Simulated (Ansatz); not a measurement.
Total energies of C4H4BN (`b1ccccn1`).

```xyz
10

B    -0.2470   -1.1750   -0.9796
C    -0.5438    0.1475   -1.4685
C    -0.2151    0.9386   -0.3593
C     0.2708    0.4353    0.8592
C     0.4629   -0.9281    1.0480
N     0.1924   -1.8213    0.0743
H    -0.9142    0.5711   -2.3872
H    -0.3451    2.0147   -0.4485
H     0.4993    1.1220    1.6646
H     0.8399   -1.3048    1.9969
```

Total charge 0; spin multiplicity 1. All single points use the PBE0-D4/def2-TZVP geometry. Basis def2-TZVPP, Ansatz 0.2.0.

RPA on PBE orbitals: Hartree–Fock energy of these orbitals -232.92398 Eh, correlation -1.44460 Eh (frozen core).

```tsv
functional	energy without D4 (Eh)	D4 term (kJ/mol)
LDA (SPW92)	-232.34082	–
PBE	-234.17899	-25.0
revPBE	-234.41965	-85.1
BLYP	-234.39781	-56.8
r2SCAN	-234.34582	-5.9
B97M-V	-234.49751	–
PBE0	-234.19550	-20.8
B3LYP	-234.49080	-40.4
r2SCANh	-234.33336	-6.2
r2SCAN0	-234.31578	-6.9
HSE06 (plane-wave form)	-234.18255	-19.2
BHLYP	-234.34103	-28.8
CAM-B3LYP	-234.35110	-20.8
LC-ωPBE	-234.29540	–
ωB97X-V	-234.40940	–
ωB97M-V	-234.39436	–
B2PLYP	-234.28019	–
PBE-QIDH	-234.15155	–
```

B3LYP takes the VWN-RPA correlation (the form of Gaussian; ORCA's B3LYP/G). HSE06 is the plane-wave form, built on full-range PBE exchange. The double hybrids freeze the cores in their second-order part.

LC-ωPBE has ω = 0.4 bohr⁻¹.
